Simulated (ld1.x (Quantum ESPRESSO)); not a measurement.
**Transferability test, TM potential for silicon**

Si (Z = 14), norm-conserving Troullier–Martins (Kleinman–Bylander form), made with ld1.x (Quantum ESPRESSO) 7.5 (BLYP, fully relativistic). Core [Ne], reference 3s2 3p0.5 (charge +1.5). Waves: 3s (bound): rc 1.25 bohr; 3p (bound): rc 1.80 bohr. Local part: the p channel. Core correction: a·sin(br)/r model core, default radius (core density twice the valence density).

Open shells are filled in proportion to 2j + 1 (rel_dist='average').

Energies are relative to the spin-unpolarised reference configuration 3s2 3p0.5; without spin polarisation the order of configurations can differ from experiment. The p channel is local and has no spin–orbit splitting in the pseudo-atom.

**Question.** Give the all-electron excitation energy and the error of the potential for: 3s2 3p2; 3s2 3p1; 3s2 3p0; 3s2 3p2.3; 3s0 3p4; 3s1 3p0; 3s2 3p1.5.

**Answer.**

| valence configuration | charge | ΔE all-electron (eV) | error AE − PS (meV) |
| --- | --- | --- | --- |
| 3s2 3p2 | 0 | -14.416 | +10 |
| 3s2 3p1 | +1 | -6.827 | +2.0 |
| 3s2 3p0 | +2 | 9.062 | +3.2 |
| 3s2 3p2.3 | -0.3 | -15.302 | +12 |
| 3s0 3p4 | 0 | -0.542 | -6.9 |
| 3s1 3p0 | +3 | 43.066 | +29 |
| 3s2 3p1.5 | +0.5 | -11.572 | +6.0 |
